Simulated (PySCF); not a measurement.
Vertical excitation energies

Species: C5H5OPS.
Numbering: `[CH3:1][c:2]1[p:3][cH:4][s:5][c:6]1[CH:7]=[O:8]` (hydrogens: H9, H10, H11 on C1; H12 on C4; H13 on C7)

Geometry (GFN2-xTB, Å), atoms numbered from 1 in this order:
```xyz
13
C5H5OPS angstrom
C     -1.0808   -1.3417   -0.5799
C      0.1317   -0.5709   -0.1812
P      1.7433   -1.3063   -0.2521
C      2.5141    0.1106    0.3182
S      1.5699    1.4819    0.6798
C      0.0625    0.7341    0.2562
C     -1.1362    1.5352    0.3955
O     -2.2608    1.1744    0.1445
H     -0.8086   -2.3482   -0.8912
H     -1.7842   -1.3959    0.2505
H     -1.5993   -0.8370   -1.3947
H      3.5755    0.2058    0.4683
H     -0.9315    2.5584    0.7683
```

Computed with PySCF 2.14.0, density-fitted response routines, TDDFT CAM-B3LYP/def2-SVPD, vertical, gas phase, core orbitals frozen in the response.

Predict the UV-vis stick spectrum at this level.

| state | E (eV) | λ (nm) | ν̃ (cm⁻¹) | f | \|μ\| (D) | symmetry | main configurations (H = HOMO, L = LUMO) |
| --- | --- | --- | --- | --- | --- | --- | --- |
| S1 | 3.77 | 328.7 | 30420 | 0.0002 | 0.13 | – | H-2→L (74%), H-2→L+1 (13%) |
| S2 | 4.44 | 279.5 | 35770 | 0.097 | 2.40 | A′ | H→L (88%) |
| S3 | 4.80 | 258.5 | 38690 | 0.102 | 2.37 | A′ | H-1→L (85%), H→L+1 (9%) |
| S4 | 5.06 | 245.1 | 40800 | 0.0033 | 0.41 | A″ | H-3→L (66%), H-2→L+1 (15%), H-2→L (14%) |
| S5 | 5.63 | 220.3 | 45390 | 0.261 | 3.50 | A′ | H→L+1 (72%), H-1→L+1 (16%) |
| S6 | 5.71 | 217.0 | 46090 | 0.0001 | 0.06 | – | H→L+2 (88%) |
| S7 | 5.75 | 215.7 | 46350 | 0.142 | 2.55 | A′ | H-1→L+1 (76%), H→L+1 (14%) |
| S8 | 5.97 | 207.7 | 48140 | 0.0082 | 0.60 | A″ | H-2→L+1 (53%), H-3→L (22%), H-3→L+1 (18%) |

Triplets, Tamm–Dancoff:

```
state  E (eV)  λ (nm)  main configurations (H = HOMO, L = LUMO)
   T1    2.93   423.0       H→L (54%), H-1→L (28%), H→L+1 (15%)
   T2    3.29   377.0                H-2→L (68%), H-2→L+1 (15%)
   T3    3.33   372.1                    H-1→L (65%), H→L (28%)
```

The lowest singlet comes at 329 nm (364 kJ/mol) in the ultraviolet; it is dark (f under 0.0005); its leading configuration is HOMO-2→LUMO (74%). The most intense listed level is S5 at 5.63 eV (220 nm, f = 0.261), 1.86 eV above S1. Löwdin shares by element: HOMO phosphorus 32%, carbon 31% or more, sulfur 22% (atoms not listed hold the other 15%); LUMO carbon 32% or more, sulfur 16%, oxygen 14% (atoms not listed hold the other 37%). Of the 8 states listed, 4 reach f = 0.01 and 2 stay under 0.0005. The oscillator strengths of these states sum to 0.614; summed over the whole spectrum of an exact calculation they would give the number of electrons, 74 (Thomas–Reiche–Kuhn). Orbital energies (eV): HOMO-3 -9.93, HOMO-2 -9.07, HOMO-1 -8.87, HOMO -8.49, LUMO -1.30, LUMO+1 -0.23, LUMO+2 0.63. Symmetry labels in Cs follow from the direction of the transition dipole and are given only for states with f of 0.002 or more. Singlets were solved by full linear response, triplets in the Tamm–Dancoff approximation.

Hardware: Arm Neoverse N1, one thread, no GPU, on a shared host. Cost: 82 s wall (with the writing of density and orbital grids), 0.97 GiB resident at most.

One conformer stands for the species.
